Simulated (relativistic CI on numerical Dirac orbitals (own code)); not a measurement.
Radial parameters of Er²²⁺

Method of calculation: Dirac-Coulomb-Breit CI, orbitals from a KLI potential per configuration, model QED (radiative potential, 1s self-energy scaled to tabulated hydrogen-like ionisation energies), unscaled Slater integrals (own radial code, finite nucleus).

Slater integrals F^k, G^k are unscaled and averaged over j, outside the closed core [Ar] 3d10; ζ comes from projecting the Hamiltonian with its Breit term on Σ l·s of the shell.

- 4s2 4p6 4d9 4f: ζ(4d) = 31142, F^2(4d,4f) = 190850, F^4(4d,4f) = 124630, G^1(4d,4f) = 210130, G^3(4d,4f) = 140360, G^5(4d,4f) = 101800, ζ(4f) = 4448.4 cm⁻¹; <r>(4d) = 0.5215, <r^2>(4d) = 0.3112, <r>(4f) = 0.5174, <r^2>(4f) = 0.3079 (bohr units).
- 4s2 4p5 4d10 4f: ζ(4p) = 267010, F^2(4p,4f) = 196850, G^2(4p,4f) = 166880, G^4(4p,4f) = 119450, ζ(4f) = 4440.3 cm⁻¹; <r>(4p) = 0.5049, <r^2>(4p) = 0.2886, <r>(4f) = 0.5173, <r^2>(4f) = 0.3079 (bohr units).
- 4s2 4p6 4d9 5s: ζ(4d) = 31644, G^2(4d,5s) = 29652 cm⁻¹; <r>(4d) = 0.5181, <r^2>(4d) = 0.3073, <r>(5s) = 0.9085, <r^2>(5s) = 0.9192 (bohr units).

Averages of the first 10 configurations, taken without configuration mixing, which lowers the lowest level and can move excited configurations by several eV; other configurations of the list can lie among them:

| Configuration | Parity | States | Average energy above the lowest level (eV) |
| --- | --- | --- | --- |
| 4s2 4p6 4d10 | even | 1 | 0.1 |
| 4s2 4p6 4d9 4f | odd | 140 | 173.2 |
| 4s2 4p5 4d10 4f | even | 84 | 346.4 |
| 4s2 4p6 4d9 5s | even | 20 | 248.8 |
| 4s 4p6 4d10 4f | odd | 28 | 469.3 |
| 4s2 4p6 4d9 5p | odd | 60 | 294.9 |
| 4s2 4p6 4d9 5d | even | 100 | 359.4 |
| 4s2 4p5 4d10 5s | odd | 12 | 423.0 |
| 4p6 4d10 4f2 | even | 91 | 940.7 |
| 4p6 4d9 4f3 | odd | 3640 | 1113.9 |
